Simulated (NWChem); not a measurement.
System: SnNH₃, singlet; SMILES [NH2][SnH]

Low-valent species are run as closed-shell singlets; no triplet was tried in these runs. def2 effective core potentials on Sn; no spin-orbit coupling.

Task: Give the equilibrium geometry at PBE0/def2-SVP with def2 effective core potentials on Sn (NWChem) as a Z-matrix, with the point group.

Result: point group Cs; any orientation.
```
N
H 1 1.0150
H 1 1.0151 2 111.18
Sn 1 2.0272 2 125.51 3 180.00
H 4 1.7893 1 90.98 2 0.00
```
